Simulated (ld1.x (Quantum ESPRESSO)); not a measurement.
**What one change does to a pseudopotential (Sb (Z = 51), RRKJ)**

antimony, norm-conserving RRKJ (Kleinman–Bylander form), made with ld1.x (Quantum ESPRESSO) 7.5 (revPBE, scalar-relativistic). Core [Kr] 4d10, reference 5s2 5p3. Waves: 5p (bound): rc 1.80 bohr; 5s (bound): rc 1.90 bohr. Local part: the s channel. Core correction: Bessel-smoothed model core inside 1.60 bohr. rho0 = 0.02.

Change: core correction none.

Cutoffs: the cutoffs (Ry, on a coarse ladder) from which the occupation-weighted sum of valence levels, in a spherical-Bessel basis at the reference potential, stays within 10 and 1 mRy of its value at 400 Ry; they do not see the model core or the augmentation charge, which bear on the density cutoff. Errors are all-electron minus pseudo energies relative to the spin-unpolarised reference configuration.

What does the change do?

The potential gets neither clearly harder nor softer (30 Ry and 40 Ry → 30 Ry and 40 Ry); of the 7 tests that both files solve, the error grows in 4 and shrinks in 2 by more than 15 % and 0.3 meV (median size 24.9 → 10.3 meV); neither file shows a bound ghost.

| quantity | base | changed |
| --- | --- | --- |
| cutoff, loose | 30 Ry | 30 Ry |
| cutoff, tight | 40 Ry | 40 Ry |
| bound ghosts | none | none |
| error for 5s2 5p2, meV [ΔE 8.26 eV] | -5.4 | -9.2 |
| error for 5s2 5p1, meV [ΔE 24.15 eV] | -38 | -50 |
| error for 5s2 5p0, meV [ΔE 48.44 eV] | -151 | -117 |
| error for 5s0 5p5, meV [ΔE 16.38 eV] | -44 | +53 |
| error for 5s1 5p4, meV [ΔE 8.09 eV] | -11 | +10 |
| error for 5s2 5p2.5, meV [ΔE 3.24 eV] | -1.2 | -2.1 |
| error for 5s1 5p3, meV [ΔE 16.98 eV] | -25 | +1.8 |
| s: phases at 2.04 bohr within 0.05 rad from the reference energy up to (Ry; the scan ends near 5) | 4.3 | 4.3 |
| p: phases at 2.04 bohr within 0.05 rad from the reference energy up to (Ry; the scan ends near 5) | to the end of the scan | to the end of the scan |
